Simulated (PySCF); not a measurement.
AlFH₂O₂, SMILES [OH][Al]([OH])[F].

The structure is a stationary point at TPSSh-D3(BJ)/def2-SVP. Other conformers were not sampled.

Calculation: TDDFT-M06-2X/def2-SVPD in PySCF 2.14.0.

Vertical excitations. Isolated molecule, no solvent. State labels are in the subgroup Cs.

| state | symmetry | energy (eV) | λ (nm) | f | main pairs |
|---|---|---|---|---|---|
| S1 | A" | 7.26 | 171 | 0.000 | HOMO→LUMO 88 % |
| S2 | A" | 7.87 | 157 | 0.106 | HOMO−1→LUMO 84 % |
| S3 | A' | 8.07 | 154 | 0.022 | HOMO−2→LUMO 45 %, HOMO−3→LUMO 42 % |
| S4 | A' | 8.13 | 153 | 0.073 | HOMO−3→LUMO 44 %, HOMO−2→LUMO 39 % |
| S5 | A" | 9.25 | 134 | 0.007 | HOMO→LUMO+2 53 %, HOMO−1→LUMO+3 19 %, HOMO→LUMO+3 12 % |
| S6 | A" | 9.30 | 133 | 0.001 | HOMO→LUMO+3 40 %, HOMO−1→LUMO+2 29 %, HOMO−3→LUMO+1 12 % |
| S7 | A' | 9.30 | 133 | 0.098 | HOMO→LUMO+1 84 % |
| S8 | A" | 9.36 | 133 | 0.000 | HOMO−3→LUMO+1 69 %, HOMO−2→LUMO+1 11 % |
| S9 | A" | 9.43 | 131 | 0.005 | HOMO−2→LUMO+1 78 % |
| S10 | A' | 9.72 | 128 | 0.059 | HOMO−4→LUMO 41 %, HOMO−3→LUMO+2 20 %, HOMO−3→LUMO+3 11 %, HOMO−2→LUMO+3 6 % |
| T1 | A" | 6.94 | 179 | 0 | HOMO→LUMO 83 % |
| T2 | A" | 7.33 | 169 | 0 | HOMO−1→LUMO 77 % |
| T3 | A' | 7.65 | 162 | 0 | HOMO−3→LUMO 70 %, HOMO−2→LUMO 11 % |
| T4 | A' | 7.68 | 162 | 0 | HOMO−2→LUMO 67 % |
Triplets are in the Tamm–Dancoff approximation, which puts them higher than full response would, so one can lie above its singlet here.
